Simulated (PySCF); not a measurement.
## Vanadium: a sound run and one with changed settings

Sound run: V(2+) [Ar] 3d3, V(3+) [Ar] 3d2. Calculation: PySCF 2.14, in aug-cc-pVDZ (7s6p4d2f, 59 functions); the non-relativistic Hamiltonian (point nucleus). The sound run starts from symmetry-adapted Hartree-Fock orbitals and uses a fine grid where one is needed.

Changed run: radial step 0.3 in ln r (0.13 in the sound run). This setting is unsound on purpose.

| species | method | sound run (hartree) | changed run (hartree) | converged |
| --- | --- | --- | --- | --- |
| V(2+) | UHF | -942.18369 | -942.18369 | yes |
| V(2+) | BP86 | -943.21515 | -943.21448 | yes |
| V(2+) | TPSS | -943.14693 | -943.15016 | yes |
| V(3+) | UHF | -941.13035 | -941.13035 | yes |
| V(3+) | BP86 | -942.09993 | -942.09913 | yes |
| V(3+) | TPSS | -942.04370 | -942.04632 | yes |

Ionisation energy of V(2+):

```tsv
method	sound run (eV)	changed run (eV)
UHF	28.663	28.663
BP86	30.347	30.350
TPSS	30.020	30.037
```

A coarse radial grid mis-integrates the density and the exchange-correlation energy, with errors of either sign; Hartree-Fock needs no grid.

For comparison, NIST gives 29.311 eV between the lowest levels.
